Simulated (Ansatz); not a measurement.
Born–Oppenheimer molecular dynamics of CH3BClF (7 atoms, charge 0, multiplicity 1). It goes on from the last frame of an earlier run, with new velocities.

All numbers below come from RKS CAM-B3LYP/def2-SVP in Ansatz 0.2.0.

* ensemble: NVT, Langevin thermostat
* time step: 0.5 fs
* steps asked: 250
* set temperature: 500 K
* friction: 0.01 /fs
* seed: 66492

First frame:

```xyz
7
Properties=species:S:1:pos:R:3
B -0.040 0.053 0.046
Cl 0.040 -0.001 1.772
F 1.120 -0.019 -0.595
C -1.398 0.000 -0.824
H -1.944 -0.957 -0.696
H -2.162 0.791 -0.729
H -1.055 0.013 -1.884
```

(1) How far do the bonds stretch over the last three quarters of this one trajectory? (Pairs bonded in most of those frames.)

Results:

(1) 
```json
{"bond": "B1–Cl2", "mean (Å)": "1.755", "spread (Å)": "0.029", "shortest": "1.72", "longest": "1.82"}
{"bond": "B1–F3", "mean (Å)": "1.327", "spread (Å)": "0.030", "shortest": "1.27", "longest": "1.38"}
{"bond": "B1–C4", "mean (Å)": "1.561", "spread (Å)": "0.036", "shortest": "1.50", "longest": "1.62"}
{"bond": "C4–H5", "mean (Å)": "1.110", "spread (Å)": "0.032", "shortest": "1.05", "longest": "1.18"}
{"bond": "C4–H6", "mean (Å)": "1.102", "spread (Å)": "0.031", "shortest": "1.03", "longest": "1.16"}
{"bond": "C4–H7", "mean (Å)": "1.104", "spread (Å)": "0.022", "shortest": "1.05", "longest": "1.15"}
```

Mean temperature of the second half: 344 K. The mean temperature of the second half is 31 % below the set value. A run of 0.12 ps of so small a system gives no equilibrium averages.

Run time: 6 min on 2 threads of Arm Neoverse V1 (shared host), peak memory 0.15 GiB.
